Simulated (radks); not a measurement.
Radial electron density D(r) = 4 pi r^2 rho(r) of an atom or ion with 37 electrons. All-electron calculation, Dirac Kohn-Sham, PBEsol, spin-unpolarised, spherical densities, point nucleus. Program: a radial shooting solver on a logarithmic mesh with Libxc functionals.

r (bohr),D(r) (e/bohr)
0.001522,1.264
0.00203,2.114
0.002708,3.492
0.003612,5.670
0.004779,8.886
0.006374,13.69
0.008502,20.27
0.01134,28.45
0.01512,37.25
0.02017,44.58
0.0269,47.80
0.03588,45.64
0.04748,41.08
0.06332,40.50
0.08446,48.16
0.1126,56.88
0.1502,53.26
0.2004,39.06
0.2673,33.70
0.3565,40.32
0.4717,38.02
0.6291,22.06
0.839,10.01
1.119,7.628
1.493,6.414
1.991,3.371
2.655,1.104
3.541,0.3067
4.686,0.1050
6.249,0.03012
8.335,0.004799
11.12,0.0003075

What is the nuclear charge?

Answer. Z = 38. The innermost maximum, from 1s, lies near gamma/Z bohr with gamma = sqrt(1 - (Z/c)^2) = 0.961, here 0.0253 bohr (found: 0.0276), and its height grows with Z. The density is that of the strontium ion Sr+ in [Kr] 4d1; the configuration itself is not fixed sharply by these data, and Z only to a few units. D(r) has 3 maxima, at r = 0.0276, 0.122, 0.396 bohr, and minima at 0.0566, 0.253 bohr, inside which lie 2.08, 11.04 electrons.
